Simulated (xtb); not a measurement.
xtb input for C₂H₅F₂NSi, SMILES F[SiH](/C=N/C)F, GFN2-xTB. 

```
$ xtb mol.xyz --gfn 2 --sp --chrg 0 --uhf 0 --json
$ cat mol.xyz
11

C     -3.05451984    -0.44633416     0.20183952
N     -1.78060666    -0.16855392    -0.37412182
C     -0.74112137    -0.16472300     0.33592589
Si     0.95655528     0.19675008    -0.38571113
F      1.92877414    -1.01016441     0.01904689
F      1.59957194     1.40455262     0.44689024
H     -3.01940989    -0.64414793     1.28251090
H     -3.47744795    -1.30765781    -0.31685266
H     -3.70594099     0.40596379     0.00413529
H     -0.79988969    -0.37703412     1.42044756
H      1.09389392     0.46510136    -1.79145933
```

It prints:

```
[banner left out]
          |                Calculation Setup                |
           -------------------------------------------------



           -------------------------------------------------
          |                 G F N 2 - x T B                 |
           -------------------------------------------------

        Reference                      10.1021/acs.jctc.8b01176
      * Hamiltonian:
        H0-scaling (s, p, d)           1.850000    2.230000    2.230000
        zeta-weighting                 0.500000
      * Dispersion:
        s8                             2.700000
        a1                             0.520000
        a2                             5.000000
        s9                             5.000000
      * Repulsion:
        kExp                           1.500000    1.000000
        rExp                           1.000000
      * Coulomb:
        alpha                          2.000000
        third order                    shell-resolved
        anisotropic                    true
        a3                             3.000000
        a5                             4.000000
        cn-shift                       1.200000
        cn-exp                         4.000000
        max-rad                        5.000000


          ...................................................
          :                      SETUP                      :
          :.................................................:
          :  # basis functions                  35          :
          :  # atomic orbitals                  34          :
          :  # shells                           18          :
          :  # electrons                        36          :
          :  max. iterations                   250          :
          :  Hamiltonian                  GFN2-xTB          :
          :  restarted?                      false          :
          :  GBSA solvation                  false          :
          :  PC potential                    false          :
          :  electronic temp.          300.0000000     K    :
          :  accuracy                    1.0000000          :
          :  -> integral cutoff          0.2500000E+02      :
          :  -> integral neglect         0.1000000E-07      :
          :  -> SCF convergence          0.1000000E-05 Eh   :
          :  -> wf. convergence          0.1000000E-03 e    :
          :  Broyden damping             0.4000000          :
          :  net charge                          0          :
          :  unpaired electrons                  0          :
          ...................................................

 iter      E             dE          RMSdq      gap      omega  full diag
   1    -21.1376565 -0.211377E+02  0.604E+00    3.51       0.0  T
   2    -21.1956408 -0.579843E-01  0.342E+00    3.45       1.0  T
   3    -21.1946004  0.104041E-02  0.217E+00    3.00       1.0  T
   4    -21.2097979 -0.151975E-01  0.872E-01    3.09       1.0  T
   5    -21.2106742 -0.876332E-03  0.456E-01    3.02       1.0  T
   6    -21.2106836 -0.936638E-05  0.140E-01    3.04       1.0  T
   7    -21.2107719 -0.883624E-04  0.590E-02    3.02       1.0  T
   8    -21.2107723 -0.352139E-06  0.149E-02    3.03       2.0  T
   9    -21.2107730 -0.722289E-06  0.605E-03    3.03       5.0  T
  10    -21.2107731 -0.902550E-07  0.202E-03    3.03      14.9  T
  11    -21.2107731 -0.214429E-07  0.269E-04    3.03     112.3  T
  12    -21.2107731  0.463132E-10  0.180E-04    3.03     167.6  T

   *** convergence criteria satisfied after 12 iterations ***

         #    Occupation            Energy/Eh            Energy/eV
      -------------------------------------------------------------
         1        2.0000           -0.8948086             -24.3490
       ...           ...                  ...                  ...
        12        2.0000           -0.5186665             -14.1136
        13        2.0000           -0.5110431             -13.9062
        14        2.0000           -0.5062325             -13.7753
        15        2.0000           -0.4877615             -13.2727
        16        2.0000           -0.4487713             -12.2117
        17        2.0000           -0.4402897             -11.9809
        18        2.0000           -0.3818507             -10.3907 (HOMO)
        19                         -0.2705992              -7.3634 (LUMO)
        20                         -0.1848325              -5.0295
        21                         -0.1696627              -4.6168
        22                         -0.1265443              -3.4434
        23                          0.0090137               0.2453
       ...                                ...                  ...
        34                          0.9192700              25.0146
      -------------------------------------------------------------
                  HL-Gap            0.1112515 Eh            3.0273 eV
             Fermi-level           -0.3262250 Eh           -8.8770 eV

 SCC (total)                   0 d,  0 h,  0 min,  0.005 sec
 SCC setup                      ...        0 min,  0.000 sec (  1.319%)
 Dispersion                     ...        0 min,  0.000 sec (  0.689%)
 classical contributions        ...        0 min,  0.000 sec (  0.283%)
 integral evaluation            ...        0 min,  0.001 sec ( 16.159%)
 iterations                     ...        0 min,  0.003 sec ( 48.877%)
 molecular gradient             ...        0 min,  0.002 sec ( 31.669%)
 printout                       ...        0 min,  0.000 sec (  0.897%)

         :::::::::::::::::::::::::::::::::::::::::::::::::::::
         ::                     SUMMARY                     ::
         :::::::::::::::::::::::::::::::::::::::::::::::::::::
         :: total energy             -21.037453332805 Eh    ::
         :: gradient norm              0.000147169389 Eh/a0 ::
         :: HOMO-LUMO gap              3.027307414554 eV    ::
         ::.................................................::
         :: SCC energy               -21.210770855278 Eh    ::
         :: -> isotropic ES            0.044772227945 Eh    ::
         :: -> anisotropic ES          0.000113399565 Eh    ::
         :: -> anisotropic XC          0.010775889984 Eh    ::
         :: -> dispersion             -0.005956751964 Eh    ::
         :: repulsion energy           0.173317522473 Eh    ::
         :: add. restraining           0.000000000000 Eh    ::
         :: total charge              -0.000000000000 e     ::
         :::::::::::::::::::::::::::::::::::::::::::::::::::::

           -------------------------------------------------
          |                Property Printout                |
           -------------------------------------------------

    * Orbital Energies and Occupations

         #    Occupation            Energy/Eh            Energy/eV
      -------------------------------------------------------------
         1        2.0000           -0.8948086             -24.3490
       ...           ...                  ...                  ...
         6        2.0000           -0.5594754             -15.2241
         7        2.0000           -0.5388863             -14.6638
         8        2.0000           -0.5354551             -14.5705
         9        2.0000           -0.5319827             -14.4760
        10        2.0000           -0.5248608             -14.2822
        11        2.0000           -0.5237705             -14.2525
        12        2.0000           -0.5186665             -14.1136
        13        2.0000           -0.5110431             -13.9062
        14        2.0000           -0.5062325             -13.7753
        15        2.0000           -0.4877615             -13.2727
        16        2.0000           -0.4487713             -12.2117
        17        2.0000           -0.4402897             -11.9809
        18        2.0000           -0.3818507             -10.3907 (HOMO)
        19                         -0.2705992              -7.3634 (LUMO)
        20                         -0.1848325              -5.0295
        21                         -0.1696627              -4.6168
        22                         -0.1265443              -3.4434
        23                          0.0090137               0.2453
        24                          0.0140401               0.3821
        25                          0.1062329               2.8907
        26                          0.1409200               3.8346
        27                          0.1744686               4.7475
        28                          0.1909349               5.1956
        29                          0.1991354               5.4188
       ...                                ...                  ...
        34                          0.9192700              25.0146
      -------------------------------------------------------------
                  HL-Gap            0.1112515 Eh            3.0273 eV
             Fermi-level           -0.3262250 Eh           -8.8770 eV

     #   Z          covCN         q      C6AA      α(0)
     1   6 C        3.718    -0.027    21.169     6.572
     2   7 N        1.840    -0.212    26.445     7.621
     3   6 C        2.747    -0.018    28.425     8.730
     4  14 Si       3.233     0.621   128.851    23.600
     5   9 F        0.705    -0.253    11.813     4.058
     6   9 F        0.705    -0.253    11.811     4.058
     7   1 H        0.923     0.022     2.703     2.571
     8   1 H        0.924     0.061     2.185     2.312
     9   1 H        0.924     0.061     2.185     2.312
    10   1 H        0.922     0.020     2.741     2.589
    11   1 H        0.924    -0.023     3.480     2.917

 Mol. C6AA /au·bohr⁶  :       1661.591189
 Mol. C8AA /au·bohr⁸  :      51205.975937
 Mol. α(0) /au        :         67.340537


Wiberg/Mayer (AO) data.
largest (>0.10) Wiberg bond orders for each atom

 ---------------------------------------------------------------------------
     #   Z sym  total        # sym  WBO       # sym  WBO       # sym  WBO
 ---------------------------------------------------------------------------
     1   6 C    3.986 --     2 N    1.050     7 H    0.971     9 H    0.959
                             8 H    0.959
     2   7 N    3.087 --     3 C    1.954     1 C    1.050
     3   6 C    3.957 --     2 N    1.954    10 H    0.938     4 Si   0.880
     4  14 Si   4.025 --     6 F    1.102     5 F    1.101    11 H    0.883
                             3 C    0.880
     5   9 F    1.211 --     4 Si   1.101
     6   9 F    1.212 --     4 Si   1.102
     7   1 H    1.000 --     1 C    0.971
     8   1 H    0.996 --     1 C    0.959
     9   1 H    0.996 --     1 C    0.959
    10   1 H    1.000 --     3 C    0.938
    11   1 H    0.999 --     4 Si   0.883
 ---------------------------------------------------------------------------

Topologies differ in total number of bonds
Writing topology from bond orders to xtbtopo.mol

molecular dipole:
                 x           y           z       tot (Debye)
 q only:       -0.708      -0.027      -0.401
   full:       -0.945      -0.126      -0.044       2.425
molecular quadrupole (traceless):
                xx          xy          yy          xz          yz          zz
 q only:        0.421       0.875      -1.932      -2.875      -1.048       1.511
  q+dip:       -0.392       1.300      -2.840      -4.932      -1.836       3.232
   full:       -0.065       1.208      -1.737      -5.077      -1.371       1.802


           -------------------------------------------------
          | TOTAL ENERGY              -21.037453332805 Eh   |
          | GRADIENT NORM               0.000147169389 Eh/α |
          | HOMO-LUMO GAP               3.027307414554 eV   |
Note: The following floating-point exceptions are signalling: IEEE_UNDERFLOW_FLAG IEEE_DENORMAL
normal termination of xtb
           -------------------------------------------------

------------------------------------------------------------------------
------------------------------------------------------------------------
 total:
 SCF:
```

Self-consistency was reached.
